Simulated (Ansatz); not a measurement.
C3HN3Sn, SMILES `N#[C][SnH]([C]#N)[C]#N`, one more setting.

```yaml
crystal:
  periodic: [false, false, false]
  atoms:
    - {symbol: N, position_ang: [2.273599, -1.722340, 0.824084]}
    - {symbol: C, position_ang: [1.338447, -1.180102, 0.594528]}
    - {symbol: Sn, position_ang: [-0.385561, -0.238295, 0.209858]}
    - {symbol: C, position_ang: [-0.561368, -0.149659, -1.782228]}
    - {symbol: N, position_ang: [-0.688517, -0.115448, -2.879449]}
    - {symbol: C, position_ang: [-0.168370, 1.644889, 0.853012]}
    - {symbol: N, position_ang: [-0.073409, 2.680014, 1.228152]}
    - {symbol: H, position_ang: [-1.646312, -0.973877, 0.898474]}
basis:
  gaussian: {orbitals: def2-SVPD}
total_charge: 1
magnetization: {spin_polarized: true, initial_magnetization: 1}
hamiltonian: {xc: {name: PBE0}, dispersion: d3bj}
accuracy: high
scf: {lower_state_search: light}
output: {forces: true}
```

```sh
$ ansatz run in.yaml --threads 4 --pin off --events-out ev --progress --plain --max-ram 10444MiB
```

Shortened log:

```
Functional definition: PBE0
3413 factors; integrals over basis functions are off by at most 3.4e-9 eV
mean field evaluation 1: about -13378.6028 eV, gradient 5.9e1 eV
mean field evaluation 2: about -13244.3533 eV, gradient 1.7e2 eV
mean field evaluation 4: about -13389.6396 eV, gradient 3.7e1 eV
mean field evaluation 8: about -13397.4350 eV, gradient 1.4e0 eV
mean field evaluation 16: about -13397.8113 eV, gradient 1.3e-1 eV
mean field evaluation 32: about -13397.8136 eV, gradient 4.7e-3 eV
mean field evaluation 64: about -13397.8136 eV, gradient 1.1e-5 eV
mean field -13397.81361559 eV, -492.3605690086 hartree, gradient 1.0e-7 eV, S^2 0.765355; 10 other end points of the search recorded, 0 dependent functions left out
reference -13397.81362004 eV, -492.3605691722 hartree; 31, 30 occupied and 129, 130 virtual orbitals, 3413 factors
Total energy: -13398.02586817 eV, -492.3683691473 hartree
Atom 0 at     2.273599    -1.722340     0.824084 Å, force     7.530756    -4.212185     1.743757 eV/Å
Atom 1 at     1.338447    -1.180102     0.594528 Å, force    -6.060047     3.128541    -1.224897 eV/Å
Atom 2 at    -0.385561    -0.238295     0.209858 Å, force     0.380041     0.221357    -0.209146 eV/Å
Atom 3 at    -0.561368    -0.149659    -1.782228 Å, force     0.449161    -0.403515     6.904491 eV/Å
Atom 4 at    -0.688517    -0.115448    -2.879449 Å, force    -0.872600     0.347561    -8.754233 eV/Å
Atom 5 at    -0.168370     1.644889     0.853012 Å, force    -0.914227    -6.532801    -2.117239 eV/Å
Atom 6 at    -0.073409     2.680014     1.228152 Å, force     0.883090     8.265529     2.894345 eV/Å
Atom 7 at    -1.646312    -0.973877     0.898474 Å, force    -1.396173    -0.814488     0.762922 eV/Å
Dipole moment:    -0.535985    -0.312611     0.293215 e Å
```

Run time 72 s (4 threads of an Arm Neoverse V2 on a shared host); peak host memory 1.2 GiB.
